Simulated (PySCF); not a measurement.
Correlation energy of I (iodine, neutral)

[Kr] 4d10 5s2 5p5, 2P determinant. Computed with PySCF 2.14 in x2c-TZVPPall with one added diffuse shell each of s, p, d, f type (9s7p5d3f, 76 functions), with scalar relativity by spin-free X2C-1e. Frozen: [Kr] 4d10; 7 electrons correlated.

MP2 pair energies summed by pair of shells (mhartree):

| pair | energy | share (%) |
| --- | --- | --- |
| 5p-5p | -66.92 | 61.2 |
| 5s-5p | -36.05 | 33.0 |
| 5s-5s | -6.37 | 5.8 |

Total MP2 correlation energy: -109.34 mhartree.

Same-spin part -24.77 and opposite-spin part -84.58 mhartree; SCS-MP2 scales them by 1/3 and 6/5 to -109.75 mhartree.
